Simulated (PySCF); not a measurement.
Mayer bond orders and bond lengths

C6H7F3.
SMILES with atom numbers: `[F:1][CH:2]=[C:3]1[CH2:4][CH:5]([CH:6]([F:7])[F:8])[CH2:9]1` (hydrogens: H10 on C2; H11, H12 on C4; H13 on C5; H14 on C6; H15, H16 on C9)

Geometry (GFN2-xTB, Å), atoms numbered from 1 in this order:
```xyz
16
C6H7F3 angstrom
F     -3.3919   -0.0285   -0.3436
C     -2.3227    0.7388   -0.6319
C     -1.0908    0.3052   -0.4661
C     -0.4883   -0.9837    0.0219
C      0.9099   -0.3598   -0.1668
C      1.6790   -0.1644    1.1249
F      2.1124   -1.3507    1.6179
F      2.7905    0.5853    0.9138
C      0.2549    0.9329   -0.6990
H     -2.6050    1.7135   -1.0010
H     -0.6928   -1.8421   -0.6154
H     -0.7399   -1.2509    1.0478
H      1.5534   -0.8764   -0.8794
H      1.0884    0.3299    1.9129
H      0.4769    1.1539   -1.7414
H      0.4584    1.8241   -0.1061
```

Bond orders from the PBE0/pcSseg-1 density (PySCF). The structure is a single GFN2-xTB conformer in the gas phase; no vibrational or solvent corrections.

(1) How far do the computed orders between heavy atoms stray from the drawn ones?

(2) Set the Mayer orders of the bonds beside their lengths.

Results:

(1) The largest departure is 0.125, at C2–C3 (drawn double, 1.875).

(2) 
| bond | drawn as | length (Å) | Mayer order |
| --- | --- | --- | --- |
| F1–C2 | single | 1.347 | 0.951 |
| C2–C3 | double | 1.316 | 1.875 |
| C3–C4 | single | 1.504 | 0.985 |
| C4–C5 | single | 1.543 | 0.988 |
| C5–C6 | single | 1.516 | 0.982 |
| C6–F7 | single | 1.356 | 0.952 |
| C6–F8 | single | 1.357 | 0.948 |
| C5–C9 | single | 1.544 | 0.989 |
| C9–C3 | single | 1.503 | 0.980 |
| C2–H10 | single | 1.080 | 0.978 |
| C4–H11 | single | 1.088 | 0.939 |
| C4–H12 | single | 1.090 | 0.944 |
| C5–H13 | single | 1.090 | 0.927 |
| C6–H14 | single | 1.102 | 0.953 |
| C9–H15 | single | 1.088 | 0.939 |
| C9–H16 | single | 1.090 | 0.945 |

Bonds between the same two heavy elements. C–F: all 3 within 0.02 of one another (0.948 to 0.952). C–C: lowest C9–C3 and C5–C6 (0.980, 1.503 Å), highest C2–C3 (1.875, 1.316 Å). Bonds named together lie within 0.004.

Task: Sum the orders of all bonds at each heavy atom with more than one neighbour and set the sums beside the valence in the SMILES.

Result: C2 3.804 (drawn 4), C3 3.840 (drawn 4), C4 3.856 (drawn 4), C5 3.886 (drawn 4), C6 3.835 (drawn 4), C9 3.853 (drawn 4). Orders between atoms that aren't bonded are not in these sums.

The Mayer order sums products of elements of PS (density times overlap matrix) between the two atoms' basis functions, so it depends on the basis set.
